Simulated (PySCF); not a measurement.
Gas-phase reaction: 2 GeH2Cl2 + 2 H2 + C3H4 (cyclic) → 2 CH3GeH3 + CCl4

Computed with PySCF and rigid-rotor harmonic-oscillator thermochemistry at 1 bar. † marks an energy on the PBE0/def2-TZVP geometry and frequencies; other levels use their own. All species are closed-shell singlets. Ge: all electrons, no relativistic terms. The harmonic model lacks anharmonicity and excited electronic states, which grow with temperature; levels with a mode under 35 cm⁻¹ are left out. Internal rotation in CH3GeH3 is treated as a harmonic vibration of one conformer, which makes the entropy rough.

```json
[
 {"level": "PBE/def2-SVP", "ΔE electronic, kJ": "76", "ΔH°(298 K), kJ": "101", "ΔS°(298 K), J/K": "-257", "ΔG°(600 K), kJ": "257"},
 {"level": "PBE0/def2-SVP†", "ΔE electronic, kJ": "80", "ΔH°(298 K), kJ": "107", "ΔS°(298 K), J/K": "-257", "ΔG°(600 K), kJ": "263"},
 {"level": "PBE0/def2-TZVP", "ΔE electronic, kJ": "88", "ΔH°(298 K), kJ": "115", "ΔS°(298 K), J/K": "-257", "ΔG°(600 K), kJ": "271"},
 {"level": "r2SCAN/def2-TZVP†", "ΔE electronic, kJ": "97", "ΔH°(298 K), kJ": "124", "ΔS°(298 K), J/K": "-257", "ΔG°(600 K), kJ": "280"},
 {"level": "LDA/def2-TZVP†", "ΔE electronic, kJ": "4", "ΔH°(298 K), kJ": "30", "ΔS°(298 K), J/K": "-257", "ΔG°(600 K), kJ": "187"},
 {"level": "ωB97X-V/def2-TZVP†", "ΔE electronic, kJ": "90", "ΔH°(298 K), kJ": "116", "ΔS°(298 K), J/K": "-257", "ΔG°(600 K), kJ": "272"}
]
```
ΔH° is lowest at LDA/def2-TZVP† and highest at r2SCAN/def2-TZVP†. No reference value is set beside these.
